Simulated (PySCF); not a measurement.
# A search over the determinants of TaH

Unrestricted PBE0; PySCF, scalar-relativistic core potentials, basis sets Ta def2-TZVPPD with ECP60, H def2-TZVPPD. Outer shells of the fragments: Ta 5d3 6s2; H 1s1.

Followed along the bond (rough minima from three points):

| 2Ms+1 | unpaired | ⟨S²⟩ at the start | R at minimum (Å) | Te (eV) |
| --- | --- | --- | --- | --- |
| 5 | σ ↑, π ↑↑, δ ↑ | 6.01 | 1.77 | 0.00 |
| 5 | σ ↑, π ↑, δ ↑↑ | 6.01 | 1.79 | 0.08 |
| 3 | π ↑, δ ↑ | 2.46 | 1.75 | 0.21 |
| 3 | π ↑, δ ↑ | 2.01 | 1.74 | 0.36 |
| 1 | π ↑↓ | 1.73 | 1.74 | 0.52 |
| 3 | π ↑↑ | 2.01 | 1.72 | 0.57 |

Solutions found at the starting distance of 1.680 Å, counted from the lowest of them; the search is not exhaustive and high or unbound solutions are not listed, so other states can lie among these:

```tsv
2Ms+1	unpaired	term	E (eV)	⟨S²⟩	⟨Lz²⟩	μ (D)
5	σ ↑, π ↑↑, δ ↑	⁵Δ	0.00	6.01	4.00	-1.81
5	σ ↑, π ↑, δ ↑↑	⁵Π	0.10	6.01	1.08	-1.97
3	π ↑, δ ↑	mixed	0.18	2.46	5.63	-1.50
3	π ↑, δ ↑	mixed	0.33	2.01	5.16	-1.29
1	π ↑↓	mixed	0.49	1.73	3.93	-1.60
3	π ↑↑	³Σ⁻	0.52	2.01	0.00	-1.41
```

A term symbol is given only where ⟨S²⟩ and ⟨Lz²⟩ are close to those of a pure state; real π, δ and φ orbitals otherwise mix terms. A positive dipole means Ta(−)H(+).

Spin–orbit coupling is left out. The state is the lowest single determinant that the PBE0 search found; with open d or f shells the true ground state can be another one.
